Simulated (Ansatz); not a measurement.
Abridged output of a molecular run in Ansatz:

```
Functional definition: HF
1001 factors; integrals over basis functions are off by at most 1.1e-3 eV
mean field evaluation 1: about -56497.4393 eV, gradient 3.1e1 eV
mean field evaluation 2: about -56497.4444 eV, gradient 3.1e1 eV
mean field evaluation 4: about -56500.0662 eV, gradient 3.5e0 eV
mean field evaluation 8: about -56500.1076 eV, gradient 7.2e-4 eV
mean field -56500.10762481 eV, -2076.3406580634 hartree, gradient 1.8e-6 eV, S^2 0.000000; 0 other end points of the search recorded, 0 dependent functions left out
12 core orbitals not correlated: weight in the atoms' cores, before any rotation towards them, 1.000 or more for the frozen orbitals, at most 0.000 for the correlated occupied ones
reference -56500.10762481 eV, -2076.3406580634 hartree; 16, 16 occupied and 71, 71 virtual orbitals, 1001 factors
second order -18.15609124 eV of doubles, -0.00000000 eV of singles
cycle   1  -18.10782196 eV  change    4.8e-2 eV  update   1.1e-1
cycle   2  -18.70280412 eV  change   -5.9e-1 eV  update   3.5e-2
cycle   3  -18.83058797 eV  change   -1.3e-1 eV  update   1.8e-2
cycle   4  -18.82348523 eV  change    7.1e-3 eV  update   4.1e-3
cycle   5  -18.82370199 eV  change   -2.2e-4 eV  update   1.9e-3
cycle   6  -18.82404403 eV  change   -3.4e-4 eV  update   5.4e-4
cycle   7  -18.82390581 eV  change    1.4e-4 eV  update   3.1e-4
cycle   8  -18.82386698 eV  change    3.9e-5 eV  update   1.2e-4
cycle   9  -18.82388798 eV  change   -2.1e-5 eV  update   5.7e-5
cycle  10  -18.82389175 eV  change   -3.8e-6 eV  update   1.7e-5
perturbative correction -0.62764411 eV, -0.0230654957 hartree
Total energy: -56519.55916068 eV, -2077.0554888218 hartree
```

Its atoms:

Z-matrix (Å, degrees):
```
C
C 1 1.337
H 1 1.087 2 121.9
H 1 1.082 2 120.0 3 -180.0
O 2 1.367 1 118.6 3 -0.0
Ga 2 1.961 1 119.2 3 -180.0
H 5 0.960 2 109.7 1 180.0
H 6 1.575 2 117.6 1 -180.0
H 6 1.562 2 119.3 1 0.1
```

Task: Which basis set was used?
A. def2-SVPD
B. cc-pV(T+d)Z
C. def2-SVP
D. def2-QZVPP

Result: C. It gives 99 functions.

Task: Write the keys of the input that set method, charge and spin (a neutral closed shell needs none for the last two).

Result: 
```yaml
correlation: {method: ccsd_t}
```
